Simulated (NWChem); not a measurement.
Program: NWChem. System: FGe, charge 0, spin multiplicity 2, at a geometry optimised with UB3LYP/def2-SVP. The structure started from a generated list of species. Its SCF solution wasn't tested for a lower state. Level: UMP2/6-311G** (spherical d), 10 core orbitals frozen.

Job file:

```
start mol
memory heap 200 mb stack 900 mb global 1100 mb
geometry units angstroms nocenter noautoz
  Ge     0.000000     0.000000     0.387517
  F      0.000000     0.000000    -1.377838
  symmetry group C2v
end
basis spherical
  * library 6-311g**
end
scf
  uhf
  nopen 1
  maxiter 100
  thresh 1e-7
  semidirect memsize 60000000 filesize 0
  # guess.movecs holds the orbitals of an unrestricted PBE0 run
  vectors input guess.movecs output mol.movecs
end
mp2
  freeze core 10
end
task mp2 energy
```

NWChem printed:

```
             Northwest Computational Chemistry Package (NWChem) 7.3.0
             --------------------------------------------------------

                                NWChem Input Module
                                -------------------

 Scaling coordinates for geometry "geometry" by  1.889725989
 (inverse scale =  0.529177249)

 Turning off AUTOSYM since
 SYMMETRY directive was detected!

                             Geometry "geometry" -> ""
                             -------------------------

 Output coordinates in angstroms (scale by  1.889725989 to convert to a.u.)

  No.       Tag          Charge          X              Y              Z
 ---- ---------------- ---------- -------------- -------------- --------------
    1 Ge                  32.0000     0.00000000     0.00000000     0.38751700
    2 F                    9.0000     0.00000000     0.00000000    -1.37783800

 Effective nuclear repulsion energy (a.u.)      86.3299719954

            Nuclear Dipole moment (a.u.)
            ----------------------------
        X                 Y               Z
 ---------------- ---------------- ----------------
     0.0000000000     0.0000000000     0.0000037795

      Symmetry information
      --------------------

 Group name             C2v
 Group number             16
 Group order               4
 No. of unique centers     2

      Symmetry unique atoms

     1    2


 Summary of "ao basis" -> "" (spherical)
 ------------------------------------------------------------------------------
       Tag                 Description            Shells   Functions and Types
 ---------------- ------------------------------  ------  ---------------------
 *                          6-311g**                  on all atoms

 Summary of "ao basis" -> "ao basis" (spherical)
 ------------------------------------------------------------------------------
       Tag                 Description            Shells   Functions and Types
 ---------------- ------------------------------  ------  ---------------------
 Ge                         6-311g**                18       44   8s7p3d
 F                          6-311g**                 8       18   4s3p1d

                                 NWChem SCF Module
                                 -----------------

  ao basis        = "ao basis"
  functions       =    62
  atoms           =     2
  alpha electrons =    21
  beta  electrons =    20
  charge          =   0.00
  wavefunction    = UHF
  use symmetry    = T
  symmetry adapt  = T

 Summary of "ao basis" -> "ao basis" (spherical)
 ------------------------------------------------------------------------------
       Tag                 Description            Shells   Functions and Types
 ---------------- ------------------------------  ------  ---------------------
 Ge                         6-311g**                18       44   8s7p3d
 F                          6-311g**                 8       18   4s3p1d

      Symmetry analysis of basis
      --------------------------

        a1         30
        a2          4
        b1         14
        b2         14

 Forming initial guess at       0.0s

   Symmetry analysis of molecular orbitals - initial alpha
   -------------------------------------------------------

  Numbering of irreducible representations:

     1 a1          2 a2          3 b1          4 b2

  Orbital symmetries:

     1 a1          2 a1          3 b2          4 b1          5 a1
     6 a1          7 a1          8 b2          9 a1         10 b1
    11 a1         12 b2         13 a2         14 a1         15 b1
    16 a1         17 a1         18 b1         19 b2         20 a1
    21 b1         22 b2         23 a1         24 b1         25 b2
    26 a1         27 a1         28 a2         29 a1         30 b1
    31 b2

   Symmetry analysis of molecular orbitals - initial beta
   ------------------------------------------------------

  Numbering of irreducible representations:

     1 a1          2 a2          3 b1          4 b2

  Orbital symmetries:

     1 a1          2 a1          3 b2          4 a1          5 b1
     6 a1          7 a1          8 b2          9 a1         10 b1
    11 a1         12 b2         13 a2         14 a1         15 b1
    16 a1         17 a1         18 b2         19 b1         20 a1
    21 b2         22 b1         23 a1         24 b2         25 b1
    26 a1         27 a1         28 a2         29 a1         30 b2
    31 b1

 Starting SCF solution at       0.0s

 ----------------------------------------------
         Quadratically convergent UHF

 Convergence threshold     :          1.000E-07
 Maximum no. of iterations :          100
 Integral*density screening:          1.000E-09
 ----------------------------------------------

              iter       energy          gnorm     gmax       time
             ----- ------------------- --------- --------- --------
                 1    -2174.7666173516  1.52D+00  3.85D-01      0.3
                 2    -2174.7870893018  1.82D-01  3.90D-02      0.3
                 3    -2174.7887566829  9.13D-03  3.09D-03      0.3
                 4    -2174.7888024463  8.22D-05  1.87D-05      0.4
                 5    -2174.7888024487  4.81D-09  1.57D-09      0.4

       Final UHF  results
       ------------------

         Total SCF energy =  -2174.788802448748
      One electron energy =  -3206.785872449094
      Two electron energy =    945.667098004961
 Nuclear repulsion energy =     86.329971995385

                       Sz =      0.5000
                 Sz(Sz+1) =      0.7500
                      S^2 =      0.7645
[...]
 Vector   24  Occ=0.000000D+00  E= 2.196026D-01  Symmetry=b1
              MO Center=  1.0D-13,  4.2D-17,  3.9D-01, r^2= 7.7D+00
   Bfn.  Coefficient  Atom+Function         Bfn.  Coefficient  Atom+Function
  ----- ------------  ---------------      ----- ------------  ---------------
    27     -1.546652  1 Ge px                24      1.408858  1 Ge px
    15     -0.152191  1 Ge px

                     UHF Final Beta Molecular Orbital Analysis
                     -----------------------------------------

 Vector   18  Occ=1.000000D+00  E=-6.049230D-01  Symmetry=b2
              MO Center= -1.7D-16, -1.0D-16, -1.3D+00, r^2= 5.7D-01
   Bfn.  Coefficient  Atom+Function         Bfn.  Coefficient  Atom+Function
  ----- ------------  ---------------      ----- ------------  ---------------
    52      0.440243  2 F  py                56      0.439884  2 F  py
    48      0.295854  2 F  py

 Vector   19  Occ=1.000000D+00  E=-5.995313D-01  Symmetry=b1
              MO Center= -1.2D-14, -1.7D-16, -1.3D+00, r^2= 5.5D-01
   Bfn.  Coefficient  Atom+Function         Bfn.  Coefficient  Atom+Function
  ----- ------------  ---------------      ----- ------------  ---------------
    51      0.442655  2 F  px                55      0.443017  2 F  px
    47      0.297695  2 F  px

 Vector   20  Occ=1.000000D+00  E=-4.513178D-01  Symmetry=a1
              MO Center=  7.0D-17,  1.3D-15,  5.2D-01, r^2= 2.0D+00
   Bfn.  Coefficient  Atom+Function         Bfn.  Coefficient  Atom+Function
  ----- ------------  ---------------      ----- ------------  ---------------
     7      0.577279  1 Ge s                  8      0.454064  1 Ge s
     6     -0.321165  1 Ge s                 57     -0.226683  2 F  pz
    53     -0.201991  2 F  pz                 5     -0.171866  1 Ge s
    26      0.152334  1 Ge pz                23      0.150909  1 Ge pz

 Vector   21  Occ=0.000000D+00  E= 1.461976D-02  Symmetry=b2
              MO Center= -3.4D-16,  3.5D-14,  4.4D-01, r^2= 3.9D+00
   Bfn.  Coefficient  Atom+Function         Bfn.  Coefficient  Atom+Function
  ----- ------------  ---------------      ----- ------------  ---------------
    28      0.692440  1 Ge py                22      0.253805  1 Ge py
    25      0.220365  1 Ge py                16     -0.162794  1 Ge py
    56     -0.160676  2 F  py

 Vector   22  Occ=0.000000D+00  E= 5.437667D-02  Symmetry=b1
              MO Center=  2.3D-14, -2.4D-15,  4.4D-01, r^2= 4.4D+00
   Bfn.  Coefficient  Atom+Function         Bfn.  Coefficient  Atom+Function
  ----- ------------  ---------------      ----- ------------  ---------------
    27      0.811052  1 Ge px                21      0.265052  1 Ge px

 Vector   23  Occ=0.000000D+00  E= 1.107232D-01  Symmetry=a1
              MO Center=  1.1D-14, -2.2D-15,  4.9D-01, r^2= 5.9D+00
   Bfn.  Coefficient  Atom+Function         Bfn.  Coefficient  Atom+Function
  ----- ------------  ---------------      ----- ------------  ---------------
    29      1.133354  1 Ge pz                54      0.338576  2 F  s
    26     -0.242339  1 Ge pz                23      0.240106  1 Ge pz
     7     -0.194812  1 Ge s

 center of mass
 --------------
 x =   0.00000000 y =   0.00000000 z =   0.05021781

 moments of inertia (a.u.)
 ------------------
         168.205936908574           0.000000000000           0.000000000000
           0.000000000000         168.205936908574           0.000000000000
           0.000000000000           0.000000000000           0.000000000000

  Mulliken analysis of the total density
  --------------------------------------

    Atom       Charge   Shell Charges
 -----------   ------   -------------------------------------------------------
    1 Ge  32    31.40   0.77  1.19  1.04  0.94  0.87  1.17  1.19  0.73  0.50  5.48  4.50  1.48  0.49  0.64  0.34  8.18  1.78  0.13
    2 F    9     9.60   1.08  0.92  1.14  1.07  2.39  0.93  2.07  0.00

  Mulliken analysis of the alpha density
  --------------------------------------

    Atom       Charge   Shell Charges
 -----------   ------   -------------------------------------------------------
    1 Ge  32    16.19   0.39  0.59  0.52  0.47  0.43  0.58  0.60  0.37  0.25  2.74  2.26  0.73  0.35  0.56  0.30  4.08  0.90  0.07
    2 F    9     4.81   0.54  0.46  0.58  0.54  1.20  0.46  1.02  0.00

   Mulliken analysis of the beta density
   -------------------------------------

    Atom       Charge   Shell Charges
 -----------   ------   -------------------------------------------------------
    1 Ge  32    15.21   0.39  0.59  0.52  0.47  0.43  0.58  0.59  0.36  0.25  2.74  2.24  0.75  0.14  0.08  0.04  4.09  0.89  0.05
    2 F    9     4.79   0.54  0.46  0.56  0.53  1.18  0.47  1.05  0.00

   Mulliken analysis of the spin density
   -------------------------------------

    Atom       Charge   Shell Charges
 -----------   ------   -------------------------------------------------------
    1 Ge  32     0.98   0.00 -0.00  0.00 -0.00  0.00 -0.00  0.00  0.01  0.00 -0.00  0.02 -0.02  0.21  0.47  0.27 -0.01  0.01  0.02
    2 F    9     0.02  -0.00  0.00  0.02  0.00  0.02 -0.00 -0.02  0.00

       Multipole analysis of the density wrt the origin
       ------------------------------------------------

     L   x y z        total         alpha         beta         nuclear
     -   - - -        -----         -----         ----         -------
     0   0 0 0     -0.000000    -21.000000    -20.000000     41.000000

     1   1 0 0     -0.000000     -0.000000      0.000000      0.000000
     1   0 1 0      0.000000      0.000000     -0.000000      0.000000
     1   0 0 1      0.945016      0.136474      0.808538      0.000004

     2   2 0 0    -17.664592    -11.765411     -5.899181      0.000000
     2   1 1 0      0.000000      0.000000      0.000000      0.000000
     2   1 0 1     -0.000000     -0.000000     -0.000000      0.000000
     2   0 2 0    -14.012168     -7.845113     -6.167055      0.000000
     2   0 1 1      0.000000      0.000000     -0.000000      0.000000
     2   0 0 2    -19.222449    -49.764674    -47.633228     78.175453

                   NWChem MP2 Semi-direct Energy/Gradient Module
                   ---------------------------------------------

  Basis functions       =     62
  Molecular orbitals    =     62
  Frozen core           =     10
  Frozen virtuals       =      0
  Active alpha occupied =     11
  Active beta occupied  =     10
  Active alpha virtual  =     41
  Active beta virtual   =     42
  Use MO symmetry       = T
  Use skeleton AO sym   = T

  AO/Fock/Back tols     =   1.0D-09  1.0D-09  1.0D-09

 GA uses MA = F    GA memory limited = T

 Available:
  local mem=  1.26D+08
 global mem=  1.44D+08
 local disk=  0.00D+00
  mp2_memr nvloc                    41
  nvloc new                    41
   1 passes of  11:        3145728                      19342                   2917040.
   1 passes of  11: M    126153961           G      144171512           F     123008233.

 Semi-direct pass number   1 of   1  for UHF alpha       at        0.5s
  vrange nnbf                  1898
  mp2_eaftype                    11  avail_ma_in_mb                  1099
 EAF : mp2_eaftype filesize          11    1458520.
  mp2_eaf for mointskh                     11
Node 0 wrote      6.8 Mb in      0.0 s     Agg I/O rate:  1525.1 Mb/s
 Done moints_semi at        1.2s
  mp2_eaftype                    11  avail_ma_in_mb                  1088
 EAF : mp2_eaftype filesize          11    1458520.
  mp2_eaf for kh                    11
 Done maket at        1.2s
 Done multipass loop at        1.2s

 GA uses MA = F    GA memory limited = T

 Available:
  local mem=  1.26D+08
 global mem=  1.44D+08
 local disk=  0.00D+00
  mp2_memr nvloc                    42
  nvloc new                    42
   1 passes of  10:        3145728                      18551                   2716991.
   1 passes of  10: M    126153961           G      144171512           F     123008233.

 Semi-direct pass number   1 of   1  for UHF beta        at        1.2s
  vrange nnbf                  1898
  mp2_eaftype                    10  avail_ma_in_mb                  1099
 EAF : mp2_eaftype filesize          10    1358496.
  mp2_eaf for mointskh                     10
Node 0 wrote      6.4 Mb in      0.0 s     Agg I/O rate:  2113.4 Mb/s
 Done moints_semi at        1.8s
  mp2_eaftype                    10  avail_ma_in_mb                  1089
 EAF : mp2_eaftype filesize          10    1358496.
  mp2_eaf for kh                    10
 Done maket at        1.9s
 Done multipass loop at        1.9s

          -------------------------------------------
          SCF energy               -2174.788802448748
          Correlation energy          -0.414453348852
          Singlet pairs                0.000000000000
          Triplet pairs                0.000000000000
          Total MP2 energy         -2175.203255797600
          -------------------------------------------

          ---------------------------------------------------
                    Spin Component Scaled (SCS) MP2
          Same spin pairs                     -0.123876875624
          Same spin scaling factor             0.333333333333
          Opposite spin pairs                 -0.290576473228
          Opposite spin scaling fact.          1.200000000000
          SCS-MP2 correlation energy          -0.389984059749
          Total SCS-MP2 energy             -2175.178786508497
          ---------------------------------------------------

 -----------------------
 Performance information
 -----------------------

 Timer overhead =  1.63D-07 seconds/call

               Nr. of calls         CPU time (s)                 Wall time (s)                GFlops
             ---------------    -------------------     ------------------------------   -------------------
Name         Min   Avg   Max    Min     Avg     Max     Min     Avg     Max   Mx/calls   Min     Max     Sum
mp2: moin     2     2     2    1.3     1.3     1.3      1.3     1.3     1.3    0.65      0.0     0.0     0.0
mp2: make     2     2     2   7.08E-2 7.08E-2 7.08E-2  7.08E-2 7.08E-2 7.08E-2 3.54E-2   0.0     0.0     0.0
mp2: tota     1     1     1    1.4     1.4     1.4      1.4     1.4     1.4     1.4      0.0     0.0     0.0

 The average no. of pstat calls per process was 5.00D+00
 with a timing overhead of 8.15D-07s

 Task  times  cpu:        1.9s     wall:        1.9s

 Total times  cpu:        1.9s     wall:        1.9s
```
